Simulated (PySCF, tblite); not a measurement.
Isomers of C5H9FN2Si. Method: GFN2-xTB as coded in tblite; computed harmonic values from a numerical Hessian at the method's own geometry, unscaled. This tight-binding method is rough: wavenumbers can miss measured ones by several per cent, in bad cases by 10 to 20. Modes of hydrogen on silicon can be 10 to 20 % off. One conformer each.

Electronic energies: PBE0/pcSseg-1 single points on the GFN2-xTB geometries (PySCF, gas phase).

```csv
SMILES,"electronic energy, lowest = 0 (kcal/mol)"
C[C@H](N[SiH3])/C(C#N)=C/F,45.9
N#C[C@@H]1CC[C@H]1N[SiH2]F,0.0
Cc1nn([SiH3])c(C)c1F,25.9
```

Question: How do GFN2-xTB zero-point energies change the relative energies?

Answer: 
| SMILES | ZPE (kcal/mol) | of it from modes above 1550 cm⁻¹ | electronic (kcal/mol) | with ZPE, lowest = 0 (kcal/mol) | lowest mode (cm⁻¹) | rings |
| --- | --- | --- | --- | --- | --- | --- |
| N#C[C@@H]1CC[C@H]1N[SiH2]F | 83.8 | 40.7 | 0.0 | 0.0 | 43 | 1 |
| Cc1nn([SiH3])c(C)c1F | 81.2 | 38.1 | 25.9 | 23.3 | 60 | 1 |
| C[C@H](N[SiH3])/C(C#N)=C/F | 80.3 | 42.0 | 45.9 | 42.4 | 31 | 0 |

The zero-point energies span 3.5 kcal/mol, from `C[C@H](N[SiH3])/C(C#N)=C/F` to `N#C[C@@H]1CC[C@H]1N[SiH2]F`. The order is unchanged.

Question: And how do the electronic energies of GFN2-xTB itself compare?

Answer: `N#C[C@@H]1CC[C@H]1N[SiH2]F` 0.0; `Cc1nn([SiH3])c(C)c1F` 9.4; `C[C@H](N[SiH3])/C(C#N)=C/F` 55.0 kcal/mol, lowest = 0. Against the energies above, taken from the same isomer `N#C[C@@H]1CC[C@H]1N[SiH2]F`, the largest difference is 16.5 kcal/mol.
